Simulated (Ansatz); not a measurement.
CH4AlNS, SMILES `C=[N][AlH][SH]` at its PBE0-D4/def2-TZVP geometry, where that method's forces vanish. The species carries charge 0 and has multiplicity 1.

```xyz
8

C     1.3124    0.3528   -1.4865
N     0.5017   -0.0066   -0.6165
Al   -0.6300   -0.5192    0.6053
S    -1.3668    1.0162    1.9730
H     2.4012    0.3450   -1.3208
H     0.9962    0.7032   -2.4817
H    -1.0808   -2.0242    0.6925
H    -2.1339    0.1327    2.6347
```

Q: What forces (eV/Å) does B3LYP-D4/def2-TZVPP give on these atoms in the Gaussian-basis code of Ansatz? (Estimate.)

A: Computed: 
```
C1   0.124  0.059 -0.136
N2  -0.069 -0.039  0.074
Al3 -0.019 -0.193 -0.035
S4  -0.044  0.044  0.067
H5  -0.052  0.009 -0.027
H6   0.036 -0.014  0.046
H7   0.032  0.106 -0.008
H8  -0.008  0.029  0.019
```

B3LYP here is the variant with VWN-RPA as its local correlation; programs differ in this.
